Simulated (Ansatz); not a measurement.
A nudged elastic band was laid between two geometries of C$_{3}$H$_{10}$AlN (15 atoms, charge 0, multiplicity 1).

Level of theory: RHF/6-31G* in Ansatz.

```json
{
 "movable images": "5",
 "climbing image": "yes",
 "spring": "5.0 eV/Å²",
 "optimiser": "quadratic models (default)",
 "start path": "through a guess of the saddle point",
 "force threshold": "0.05 eV/Å",
 "iteration limit": "59",
 "end points": "relaxed"
}
```

Initial state:

```xyz
15
Properties=species:S:1:pos:R:3
C -1.930 -1.124 0.705
C -0.827 -0.992 -0.343
N 0.501 -0.899 0.235
Al 1.696 0.417 0.206
C 1.356 2.124 -0.720
H -1.935 -0.263 1.367
H -2.908 -1.203 0.236
H -1.781 -2.011 1.314
H -1.007 -0.103 -0.939
H -0.886 -1.835 -1.030
H 0.741 -1.735 0.731
H 3.052 0.127 0.980
H 0.415 2.147 -1.263
H 1.342 2.953 -0.014
H 2.149 2.345 -1.435
```

Final state:

```xyz
15
Properties=species:S:1:pos:R:3
C -2.098 -1.331 0.535
C -0.706 -1.479 -0.074
N 0.178 -0.374 0.248
Al 0.933 0.822 -0.828
C 2.097 2.226 -0.076
H -2.580 -0.428 0.174
H -2.728 -2.181 0.283
H -2.043 -1.269 1.619
H -0.794 -1.544 -1.154
H -0.272 -2.423 0.253
H 0.351 -0.320 1.233
H 0.627 0.698 -2.381
H 2.180 2.174 1.007
H 3.105 2.161 -0.483
H 1.728 3.220 -0.327
```

Question: Which bonds break or form, and what moves?

Answer: No bond is made or broken. The dihedral C2–N3–Al4–C5 goes from 0 to 180°.

Question: Give the energies along the band, and the barrier.

Answer: The forces met the threshold. The highest image is number 2 of 0 to 6, 11.2 kcal/mol above the first end and 11.3 kcal/mol above the last; the last end lies 0.1 kcal/mol below the first. A vibrational analysis at the climbing image gives one clearly imaginary mode, 232i cm⁻¹: a first-order saddle point.

| image | path coordinate (Å) | energy (kcal/mol) | dihedral C2–N3–Al4–C5 (°) |
| --- | --- | --- | --- |
| 0 | 0.00 | 0.0 | 0 |
| 1 | 1.79 | 3.8 | 41 |
| 2 | 3.57 | 11.2 | 96 |
| 3 | 5.17 | 5.5 | 133 |
| 4 | 6.77 | 0.5 | 167 |
| 5 | 8.37 | 0.1 | 180 |
| 6 | 9.97 | -0.1 | 180 |

Question: What is the geometry of the highest image?

Answer: 
```xyz
15
Properties=species:S:1:pos:R:3
C -2.021 -1.072 0.681
C -0.807 -1.299 -0.216
N 0.412 -0.724 0.325
Al 1.611 0.337 -0.505
C 1.535 2.299 -0.338
H -2.195 -0.012 0.828
H -2.915 -1.516 0.250
H -1.865 -1.523 1.658
H -1.004 -0.851 -1.188
H -0.695 -2.368 -0.400
H 0.629 -1.119 1.219
H 2.772 -0.305 -1.386
H 0.607 2.692 -0.751
H 1.558 2.615 0.704
H 2.356 2.795 -0.851
```

Question: What are the harmonic wavenumbers there?

Answer: 232i, 29, 38, 162, 207, 254, 302, 406, 453, 617, 698, 722, 758, 851, 868, 993, 1159, 1212, 1235, 1396, 1412, 1507, 1553, 1575, 1599, 1603, 1634, 1637, 1664, 1984, 3160, 3166, 3187, 3194, 3220, 3244, 3250, 3272, 3767 cm⁻¹.

The run took 9.3 min on 1 thread of Intel(R) Xeon(R) Processor @ 2.50GHz (Skylake/Cascade Lake), on a shared host, peak memory 0.21 GiB.
